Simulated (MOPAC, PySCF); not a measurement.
CH₄S₄, SMILES `SCSSS`, neutral singlet in the gas phase. 

Cartesian coordinates (Å):
SMILES: SCSSS
```xyz
9

S     -2.3553     0.4136    -0.1401
C     -1.0172    -0.7501     0.1522
S      0.4143    -0.1417     1.0804
S      1.1404     1.3115    -0.1332
S      2.1823     0.3948    -1.6509
H     -1.6312     1.2525    -0.9003
H     -0.6639    -1.1859    -0.7827
H     -1.4303    -1.5527     0.7675
H      3.3610     0.2579    -1.0147
```
Charge 0, multiplicity 1.

All levels are single points at this geometry (PBE0-D3(BJ)/def2-TZVP); Pople sets use spherical d functions. Orbital energies aren't observables, and empty levels follow the basis.

| level | HOMO (eV) | LUMO (eV) | gap (eV) | dipole (D) | vertical IE, Delta-SCF (eV) |
|---|---|---|---|---|---|
| PBE0-D3(BJ)/def2-TZVP in PySCF | -6.93 | -1.24 | 5.68 | 1.56 | 8.78 |
| ωB97X-D3(BJ)/def2-TZVP in PySCF | -9.31 | 0.91 | 10.22 | 1.58 | 9.20 |
| B3LYP/3-21G in PySCF | -6.85 | -1.90 | 4.95 | 1.98 | – |
| B3LYP/6-311+G** in PySCF | -6.80 | -1.68 | 5.11 | 1.63 | – |
| B3LYP/LANL2DZ in PySCF | -6.87 | -1.90 | 4.97 | 1.96 | – |
| BP86/6-31G* in PySCF | -5.79 | -2.36 | 3.43 | 1.77 | – |
| M06-2X/6-31G* in PySCF | -8.08 | -0.44 | 7.64 | 1.77 | – |
| HF/6-31G* in PySCF | -9.78 | 2.36 | 12.13 | 1.79 | 8.80 |
| HF/STO-3G in PySCF | -6.75 | 8.41 | 15.17 | 1.14 | – |
| AM1 in MOPAC | -9.21 | -2.61 | 6.60 | 1.65 | – |
| PM3 in MOPAC | -9.53 | -3.10 | 6.44 | 1.94 | – |
| PM6 in MOPAC | -9.12 | -1.83 | 7.29 | 1.50 | – |
| PM7 in MOPAC | -9.05 | -1.82 | 7.23 | 1.86 | – |
